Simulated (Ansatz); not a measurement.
`CO[CH2][ZnH]` + H–F → `[F][ZnH]` + dimethyl ether at 400 K and 1 bar (ligand exchange at a Zn–C bond).

Program: Ansatz. Geometries: PBE0-D4/def2-TZVP. ΔE: electronic, gas phase. CBS: MP2 limit from def2 TZ/QZ plus the TZ coupled-cluster correction, frozen cores. This one scheme is used for every species. For Zn outer-core shells are correlated without core-valence functions, which leaves a few kJ/mol of doubt a bond. Scalar relativity is left out up to krypton. Each species was taken in one conformer, which may not be the lowest.

| species | CCSD(T)/CBS energy (Eh) | H − E (kJ/mol) | S (J/(mol·K)) |
| --- | --- | --- | --- |
| `CO[CH2][ZnH]` | -1933.21491 | 225.4 | 354.6 |
| H–F | -100.39570 | 36.5 | 182.2 |
| `[F][ZnH]` | -1878.79355 | 36.6 | 246.9 |
| `COC` | -154.86276 | 230.4 | 284.5 |

H − E and S are ideal-gas, rigid-rotor, harmonic terms from PBE0-D4/def2-TZVP, for one conformer and one mirror image of each species. 1 Eh = 2625.50 kJ/mol, R = 8.31446 J/(mol·K).

**Question.** By hand: ΔE, ΔH, ΔS and ΔG.

**Answer.** ΔE = (-1878.79355) + (-154.86276) − (-1933.21491) − (-100.39570) = -0.04570 Eh = -120.0 kJ/mol. Δ(H − E) = 36.6 + 230.4 − 225.4 − 36.5 = 5.1, so ΔH = -114.9 kJ/mol. ΔS = 246.9 + 284.5 − 354.6 − 182.2 = -5.4 J/(mol·K). ΔG = -114.9 − 400 × (-5.4)/1000 = -112.7 kJ/mol.

**Question.** By hand: the equilibrium constant, and the temperature at which ΔG would vanish if ΔH and ΔS stayed fixed.

**Answer.** log₁₀ K = −ΔG/(RT ln 10) = 14.7. ΔG = 0 at ΔH/ΔS = 21278 K, far beyond where these terms or the molecules hold.

The number of gas molecules stays the same, so ΔS is small and ΔH decides. A doubt of 5 kJ/mol in ΔE shifts log₁₀ K by 0.7 here. Other conformers and mirror images would add mixing entropy, several J/(mol·K) or more a flexible species. These are equilibria of isolated gas molecules and say nothing of rates. Largest T1 diagnostic: 0.018 (customary marks: 0.02 for closed shells, 0.045 for open ones).
